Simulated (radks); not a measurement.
Species: Ce III. Configuration: [Xe] 4f2. Calculated with a radial shooting solver on a logarithmic mesh with Libxc functionals: scalar-relativistic Kohn-Sham, PBE, spin-polarised, spherical densities, finite nucleus; open shells are filled with parallel spins first (spin-orbit coupling, left out, can overturn this in heavy ions); Fermi nuclear charge, rms radius 4.8771 fm; hard spherical wall at 3.5 bohr. Some entries of the table are withheld. Estimate them.

orbital  occ.  eigenvalue (hartree)  <r> (bohr)  <1/r> (bohr^-1)
1s down     1             -1479.814     0.02457            63.34
1s up       1             -1479.814     0.02457            63.34
2s down     1             -236.9667      0.1052            14.60
2s up       1             -236.9667      0.1052            14.60
2p down     3             -212.2458     0.09236            13.83
2p up       3             -212.2457     0.09236            13.83
3s up       1             -51.02067      0.2787            5.300
3s down     1             -51.00435      0.2786            5.301
3p up       3             -43.15685      0.2767            5.018
3p down     3             -43.14061      0.2766            5.020
3d up       5             -31.98430      0.2536            4.760
3d down     5             -31.97169      0.2535            4.762
4s up       1             -10.37102      0.6391            2.204
4s down     1             -10.32154      0.6389            2.205
4p up       3              -7.81300      0.6776            2.031
4p down     3              -7.76257      0.6773            2.031
4d up       5              -4.13523      0.7514            1.763
4d down     5              -4.08356      0.7512            1.763
5s up       1              -1.72997       1.524           0.8596
5s down     1              -1.69369       1.531           0.8542
5p up       3              -1.09545       1.696           0.7569
5p down     3              -1.06566       1.704           0.7517
4f up       2              -0.33363       1.117            1.168
4f down     0              -0.28708       1.130            1.159
5d up       0              -0.21436       1.960           0.6393
5d down     0              -0.19289       1.967           0.6357
6s up       0                   (1)       2.172           0.6446
6s down     0                   (2)       2.171           0.6454
6p up       0               0.84202       2.145           0.6672
6p down     0               0.86443       2.143           0.6678

Answer. 
(1) 6s up eigenvalue (hartree): 0.37272
(2) 6s down eigenvalue (hartree): 0.39412
